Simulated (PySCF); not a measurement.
H4O3Zr, multiplicity 1. Atoms are numbered in the order given.

```xyz
8

Zr     0.0000     0.0000    -0.1874
O     -1.6117     0.9305     0.3115
H     -2.3736     1.3704     0.6927
O      1.6117     0.9305     0.3115
H      2.3736     1.3704     0.6927
O      0.0000    -1.8611     0.3115
H      0.0000    -2.7408     0.6927
H      0.0000     0.0000    -2.0589
```
Charge 0, spin multiplicity 1.

Coordinates come from a B3LYP-D3(BJ)/def2-SVP optimisation. The multiplicity is an assumed one; no other spin state was optimised. The structure was generated by enumeration; whether it is a known compound was not checked. The def2 effective core potentials stand for the cores of Zr; spin–orbit coupling is left out. Other conformers were not sampled.

The numbers are results of PySCF with r2SCAN/def2-TZVPD, not measurements.

The molecule is in vacuum.

The total energy is -275.33810 hartree, the point group comes out as C3v and the highest occupied level is -6.63 eV. The lowest empty level is -0.96 eV, the orbital gap is 5.66 eV and the dipole moment is 3.00 D. The quadrupole, principal values (traceless, Buckingham form, about the centre of nuclear charge) comes out as -9.37, 4.69, 4.69 D·Å and the mean static polarisability is 59.1 bohr³ (8.75 Å³). The polarisability, principal values is 57.7, 59.8, 59.8 bohr³.
